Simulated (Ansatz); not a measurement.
Abridged output of a molecular run in Ansatz:

```
Functional definition: HF
1181 factors; integrals over basis functions are off by at most 1.1e-3 eV
mean field evaluation 1: about -24782.9364 eV, gradient 3.5e1 eV
mean field evaluation 2: about -24783.2314 eV, gradient 3.6e1 eV
mean field evaluation 4: about -24785.8153 eV, gradient 3.0e0 eV
mean field evaluation 8: about -24785.8717 eV, gradient 2.2e-1 eV
mean field evaluation 16: about -24785.8721 eV, gradient 1.9e-6 eV
mean field -24785.87211796 eV, -910.8639998674 hartree, gradient 1.8e-6 eV, S^2 0.000000; 0 other end points of the search recorded, 0 dependent functions left out
13 core orbitals not correlated: weight in the atoms' cores, before any rotation towards them, 1.000 or more for the frozen orbitals, at most 0.000 for the correlated occupied ones
reference -24785.87211796 eV, -910.8639998674 hartree; 14, 14 occupied and 164, 164 virtual orbitals, 1181 factors
second order -23.71428805 eV of doubles, -0.00000000 eV of singles
cycle   1  -23.70605410 eV  change    8.2e-3 eV  update   1.1e-1
cycle   2  -24.24609945 eV  change   -5.4e-1 eV  update   3.5e-2
cycle   3  -24.38193867 eV  change   -1.4e-1 eV  update   1.9e-2
cycle   4  -24.36339135 eV  change    1.9e-2 eV  update   5.1e-3
cycle   5  -24.35856611 eV  change    4.8e-3 eV  update   2.3e-3
cycle   6  -24.36009284 eV  change   -1.5e-3 eV  update   9.4e-4
cycle   7  -24.35971862 eV  change    3.7e-4 eV  update   3.3e-4
cycle   8  -24.35956979 eV  change    1.5e-4 eV  update   1.3e-4
cycle   9  -24.35963897 eV  change   -6.9e-5 eV  update   5.5e-5
cycle  10  -24.35966110 eV  change   -2.2e-5 eV  update   1.8e-5
perturbative correction -0.97229822 eV, -0.0357313004 hartree
Total energy: -24811.20407727 eV, -911.7949322015 hartree
```

Its atoms:

Z-matrix (Å, degrees):
```
Si
F 1 1.594
B 1 1.915 2 123.3
S 1 2.161 2 115.8 3 -59.6
H 1 1.476 2 106.5 3 170.8
F 3 1.308 1 155.9 2 79.6
```

**Question.** Which basis set was used?
A. cc-pV(Q+d)Z
B. def2-SVPD
C. def2-TZVPP
D. cc-pV(D+d)Z

**Answer.** C. It gives 191 functions.

**Question.** Write the keys of the input that set method, charge and spin (a neutral closed shell needs none for the last two).

**Answer.** 
```yaml
correlation: {method: ccsd_t}
```
